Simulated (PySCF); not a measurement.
Input file for PySCF: R-BP86/LANL2DZ on GeH2 (SMILES [GeH2]), 2S+1 = 1, a spin state set in the input, which need not be the lowest.

```python
from pyscf import gto, scf, dft, mp
from pyscf.data.elements import chemcore

mol = gto.M(
    atom='''
    Ge   -0.00022165    0.06614171    0.00000000
    H    -1.13376408   -1.06207864    0.00000000
    H     1.14085687   -1.05445609    0.00000000
    ''',
    basis='lanl2dz',
    ecp={'Ge': 'lanl2dz'},
    charge=0, spin=0, verbose=3, max_memory=1800)
mf = dft.RKS(mol, xc='b88,p86')
mf.conv_tol = 1e-8
mf.max_cycle = 100
mf.kernel()
if not mf.converged:
    mf = mf.newton().run(mf.mo_coeff, mf.mo_occ)
```

It printed:

```
converged SCF energy = -4.92336885180179
```

The run converged.

Cost: very roughly 0.14 core-seconds.
